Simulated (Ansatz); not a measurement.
BrH₃HfO₃ (`[OH][Hf]([OH])([OH])[Br]`) at its PBE0-D4/def2-TZVP geometry, where that method's forces vanish. Charge 0, multiplicity 1. Hf takes the def2 core potential.

```xyz
8

O    -1.5865   -0.9094    0.1752
Hf    0.1973   -0.2247    0.0634
O     0.5356    0.4241   -1.7053
O     0.4322    1.1897    1.3313
Br    1.8365   -2.0909    0.5896
H    -2.4548   -1.1891   -0.0956
H     0.7941    1.0130   -2.4065
H     0.2456    1.7872    2.0479
```

Task: What forces (eV/Å) does PBE-D4/def2-TZVPP give on these atoms in Ansatz? (An estimate is asked.)

Result: Ansatz gave: 
```
O1   0.139  0.012  0.176
Hf2  0.100 -0.115  0.032
O3  -0.070 -0.209  0.044
O4   0.158 -0.062 -0.147
Br5  0.086 -0.097  0.028
H6  -0.432 -0.131 -0.149
H7   0.128  0.307 -0.340
H8  -0.109  0.295  0.356
```
